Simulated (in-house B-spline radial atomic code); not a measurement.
The numbers below are computed, except where a source is named.
# C6 from the polarisability at imaginary frequency: neutral argon

RPBE linear response of the closed shell [Ne] 3s2 3p6, from an all-electron radial atomic-structure program (B-spline basis); scalar-relativistic (spin-free one-electron X2C), finite nucleus, no spin-orbit coupling.

The dispersion coefficient of two like species is C6 = (3/π) ∫ α(iu)² du from 0 to ∞.

| u (hartree) | α(iu) (bohr³) |
| --- | --- |
| 0 | 11.98 |
| 0.03 | 11.95 |
| 0.07 | 11.8 |
| 0.12 | 11.48 |
| 0.2 | 10.73 |
| 0.3 | 9.577 |
| 0.45 | 7.853 |
| 0.7 | 5.565 |
| 1 | 3.782 |
| 1.5 | 2.19 |
| 2.5 | 0.9817 |
| 5 | 0.3073 |

(1) Fit one oscillator, α(iu) = α(0)/(1 + u²/ω²), through u = 0.7 and estimate C6.

(2) How does that compare with the full integral?

Results:

(1) From α(0)/α(iu) − 1 = 11.98/5.565 − 1 = 1.1527, ω = u/√1.1527 = 0.6520 hartree (17.7 eV). London's formula gives C6 = (3/4) α(0)² ω = 0.75 × 11.98² × 0.6520 = 70.18 hartree·bohr⁶, and the oscillator holds f = α(0) ω² = 5.09 electrons, of a sum of oscillator strengths of 17.9.

(2) The program's quadrature over all excitations gives C6 = 70.18, so the single oscillator is off by -0.0 %. At the last point the fit gives α = 0.2 against 0.307: higher excitations, and deeper shells where there are any, keep the true curve higher at large u.
